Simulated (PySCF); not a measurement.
**Working out the excitation energy of Ar⁺**

Ar⁺ [Ne] 3s2 3p5 (2P) → Ar⁺ [Ne] 3s2 3p4 3d1 (high-spin determinant). All numbers are calculated (PySCF 2.14, no relativity, point nucleus, in aug-cc-pV(T+d)Z (6s5p4d2f, 55 functions)). Frozen: [Ne]. Energies in hartree (1 hartree = 27.21139 eV):

```json
{"part": "UHF", "Ar⁺ (lower)": "-526.278180", "Ar⁺ (upper)": "-525.687150"}
{"part": "MP2 opposite-spin", "Ar⁺ (lower)": "-0.129930", "Ar⁺ (upper)": "-0.102669"}
{"part": "MP2 same-spin", "Ar⁺ (lower)": "-0.038690", "Ar⁺ (upper)": "-0.035963"}
```

Task: What does Hartree-Fock give?

Result: (-525.687150) − (-526.278180) = 0.591030 hartree = 16.083 eV.

Task: What do MP2 and SCS-MP2 (6/5 opposite-spin, 1/3 same-spin) give?

Result: The opposite-spin parts differ by 0.742 eV and the same-spin parts by 0.074 eV. MP2: 16.083 + (0.742) + (0.074) = 16.899 eV. SCS-MP2: 16.083 + 1.2 × (0.742) + (0.074)/3 = 16.998 eV.

One determinant mixes LS terms, so it does not stand for a single term.
